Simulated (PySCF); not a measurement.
A GIAO shielding run with PySCF 2.14.0 with density-fitted response routines (density fitting, non-relativistic, gas phase) on `InChI=1S/C4H10O2Si/c1-2-7-5-3-4-6-7/h7H,2-4H2,1H3`:

```
$ OMP_NUM_THREADS=1 python probes_run.py task.json out

{"job": {"kind": "nmr", "xc": "PBE0", "basis": "pcSseg-1"}, "charge": 0, "multiplicity": 1}
C      2.194346     0.002749     0.834976
C      1.735799    -0.577600    -0.501157
Si    -0.117711    -0.383974    -0.832211
O     -1.016942    -1.141792     0.315361
C     -2.058653    -0.324390     0.759468
C     -1.690512     1.138391     0.431823
O     -0.701528     1.127509    -0.556017
H      3.264312    -0.143300     0.972503
H      1.986841     1.069511     0.875671
H      1.673989    -0.481342     1.658215
H      1.992062    -1.635019    -0.545356
H      2.280246    -0.097734    -1.312945
H     -0.526123    -0.793541    -2.174906
H     -2.191939    -0.477226     1.832691
H     -2.979685    -0.608286     0.239930
H     -2.557760     1.691036     0.062151
H     -1.293739     1.647038     1.316451
```

Hardware: 1 thread of an Arm Neoverse N1, shared host. The job also computes population analyses, field gradients, ring-centre shieldings.

Q: How large is the calculation?

A: 64 electrons, 176 basis functions and 935 auxiliary functions.

Q: How long does it take?

A: 51 s of wall time, with 13 SCF cycles and 4 response iterations. Times on a shared host scatter by some tens of per cent.
